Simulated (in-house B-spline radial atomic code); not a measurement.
Computed with a B-spline radial atomic code. Model: two electrons, singlet ground state, non-relativistic, full CI in B-splines with partial waves to l = 8 (at full coupling up to 3e-4 hartree above the limit, correlation up to 0.6 % small), density held at that of full coupling by Lieb maximisation.

W(λ) is the mean repulsion in the state of coupling λ less the Hartree energy of the fixed density. Its start is exact exchange, its initial slope is twice the second-order Görling-Levy correlation energy, and its area from 0 to 1 is E_xc. A straight curve means weak, dynamic correlation, and a curve that drops fast and flattens means strong correlation.

Command:
```bash
python run_ac.py task.json out
```
Settings (lengths in bohr, energies in hartree):
```
potential              dot
strength               0.565
lmax                   8
second                 1.5
```

Time taken, with all properties: 10 s on 1 thread of Intel(R) Xeon(R) Processor @ 2.30GHz, on a shared host.

**W = mean repulsion less Hartree energy, and W of three functionals.**

Given: confinement charge in harmonic well; well frequency 0.565 hartree; nuclear charge 1.5; external potential omega^2 r^2/2 - Z/r.

Computed: LDA exchange minus exact 133.55 millihartree; PBE exchange minus exact 24.822 millihartree.

```
coupling  W xc (hartree)  W xc minus exchange (millihartree)  kinetic minus Kohn-Sham (millihartree)  LDA (PW92) W minus its exchange (millihartree)  PBE W minus its exchange (millihartree)  SCAN W minus its exchange (millihartree)
       0        -0.92479                                   0                                       0                                               0                                        0                                         0
    0.02        -0.92663                              -1.836                                    0.02                                          -11.67                                    -2.04                                     -1.85
    0.05               ?                                   ?                                       ?                                               ?                                        ?                                         ?
    0.12        -0.93554                              -10.75                                    0.64                                          -45.23                                   -12.27                                     -10.6
    0.25        -0.94651                             -21.711                                    2.66                                          -74.93                                   -25.08                                    -21.17
     0.4        -0.95834                             -33.549                                     6.5                                          -101.5                                   -38.97                                    -32.44
     0.6        -0.97292                             -48.123                                   13.76                                         -130.01                                   -56.03                                    -46.23
     0.8        -0.98626                             -61.467                                   23.08                                         -153.59                                   -71.58                                    -58.82
       1        -0.99852                             -73.728                                    34.1                                          -173.8                                   -85.81                                     -70.4
     1.4         -1.0203                             -95.475                                   60.08                                         -207.33                                  -110.96                                    -91.02
       2               ?                                   ?                                       ?                                               ?                                        ?                                         ?
       3         -1.0819                             -157.12                                  191.32                                         -293.96                                  -182.66                                   -150.79
     4.5         -1.1182                             -193.38                                  325.51                                         -343.18                                  -226.33                                   -187.32
       7         -1.1563                             -231.55                                  540.88                                         -396.32                                  -274.99                                   -226.93
      10         -1.1843                             -259.49                                  775.13                                         -437.37                                  -313.33                                   -256.22
```

(1) What belongs in the row 0.05?

(2) What belongs in the row 2?

(3) What is the SCAN exchange minus exact?

**Energy parts, natural occupations and partial-wave weights.**

Computed: total energy -0.9438 hartree; exchange energy -0.92479 hartree; kinetic part of the DFT correlation energy 0.0341 hartree; initial slope twice GL2 -0.092261 hartree; Hartree energy 1.8496 hartree; Kohn-Sham kinetic 2.1363 hartree; Lieb Oxford ratio E_xc over LDA exchange 1.2189.

| natural | occupation of the shell (electrons) |
| --- | --- |
| s | 1.9831 |
| p | 0.011334 |
| s | ? |
| d | 0.00044466 |
| p | 0.00024169 |
| s | 6.48e-05 |

(4) What belongs in the row s?

```csv
wave,weight
s,0.99392
p,0.0057974
d,0.00024214
f,?
g,7.3006e-06
```

(5) What belongs in the row f?

(6) What is the correlation energy?

(7) What is the kinetic part over minus potential part?

Results:

(1) W xc (hartree): -0.92935; W xc minus exchange (millihartree): -4.557; kinetic minus Kohn-Sham (millihartree): 0.11; LDA (PW92) W minus its exchange (millihartree): -23.78; PBE W minus its exchange (millihartree): -5.13; SCAN W minus its exchange (millihartree): -4.55.

(2) W xc (hartree): -1.0473; W xc minus exchange (millihartree): -122.55; kinetic minus Kohn-Sham (millihartree): 105.81; LDA (PW92) W minus its exchange (millihartree): -246.37; PBE W minus its exchange (millihartree): -142.27; SCAN W minus its exchange (millihartree): -116.97.

(3) 2.2014 millihartree.

(4) occupation of the shell (electrons): 0.004642.

(5) weight: 3.2099e-05.

(6) -0.039627 hartree.

(7) 0.46252.

Half-way to full coupling W has made 55 % of its drop, against 50 % for a straight line, and second-order (GL2) theory, half the initial slope, overshoots the correlation energy by about 16 %: a moderate bend, as in light atoms. Over couplings 0 to 1 the errors in E_xc come to about +65 millihartree for LDA, +18 millihartree for PBE, +3.7 millihartree for SCAN, so SCAN is nearest. In LDA and PBE the errors of exchange and correlation have opposite signs, so the sum is smaller than the larger of the two.
